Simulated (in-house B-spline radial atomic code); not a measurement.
Successive ionisation energies of europium; each step leads to the configuration of the next row (after the last: [Ar] 3d10 4s1). Dirac energy differences include first-order Breit, QED and recoil terms. NIST's values go from ground level to ground level; the uncertainty of those that are theory runs from under 0.1 % in few-electron ions to several per cent in heavy many-electron ones. Computed with a radial B-spline atomic code at the basis-set limit: Dirac-Hartree-Fock, average of the configuration, finite nuclei.

```
  ion      configuration  ionisation energy (eV)  tabulated value (eV)  computed minus tabulated (eV)  highest orbital  largest mean radius (bohr)
Eu17+          [Kr] 4d10                   520.9                   518                            2.9            4d5/2                     0.60632
Eu18+           [Kr] 4d9                   557.4                   553                            4.4            4d5/2                      0.5987
Eu19+           [Kr] 4d8                       ?                     ?                              ?                ?                           ?
Eu20+           [Kr] 4d7                   632.6                   630                            2.6            4d5/2                     0.58481
Eu21+           [Kr] 4d6                   671.1                   667                            4.1            4d5/2                     0.57818
Eu22+           [Kr] 4d5                   710.4                   709                            1.4            4d5/2                     0.57173
Eu23+           [Kr] 4d4                   750.3                   755                           -4.7            4d5/2                     0.56547
Eu24+           [Kr] 4d3                   790.8                   795                           -4.2            4d5/2                     0.55937
Eu25+           [Kr] 4d2                   832.0                   838                           -6.0            4d5/2                     0.55342
Eu26+           [Kr] 4d1                   873.8                   879                           -5.2            4d5/2                     0.54763
Eu27+  [Ar] 3d10 4s2 4p6                  1049.9                  1037                           12.9            4p3/2                     0.53891
Eu28+  [Ar] 3d10 4s2 4p5                       ?                     ?                              ?                ?                           ?
Eu29+  [Ar] 3d10 4s2 4p4                  1136.0                  1124                           12.0            4p3/2                     0.53051
Eu30+  [Ar] 3d10 4s2 4p3                  1179.8                  1167                           12.8            4p3/2                      0.5266
Eu31+  [Ar] 3d10 4s2 4p2                  1224.1                  1249                          -24.9            4p3/2                     0.52276
Eu32+  [Ar] 3d10 4s2 4p1                       ?                     ?                              ?                ?                           ?
Eu33+      [Ar] 3d10 4s2                  1405.7                  1406                           -0.3            4s1/2                     0.49968
```

**Question.** Fill in the row of Eu19+.

**Answer.** ionisation energy (eV): 594.7; tabulated value (eV): 590; computed minus tabulated (eV): 4.7; highest orbital: 4d5/2; largest mean radius (bohr): 0.59165.

**Question.** Fill in the row of Eu28+.

**Answer.** ionisation energy (eV): 1092.7; tabulated value (eV): 1078; computed minus tabulated (eV): 14.7; highest orbital: 4p3/2; largest mean radius (bohr): 0.5345.

**Question.** Fill in the row of Eu32+.

**Answer.** ionisation energy (eV): 1268.8; tabulated value (eV): 1296; computed minus tabulated (eV): -27.2; highest orbital: 4p3/2; largest mean radius (bohr): 0.51899.

Where a p, d or f electron is removed, the computed value is a mean over both j, so it misses the tabulated one by a part of the spin-orbit splitting; averaging over terms and missing correlation add to the gap, relatively most at low charge.
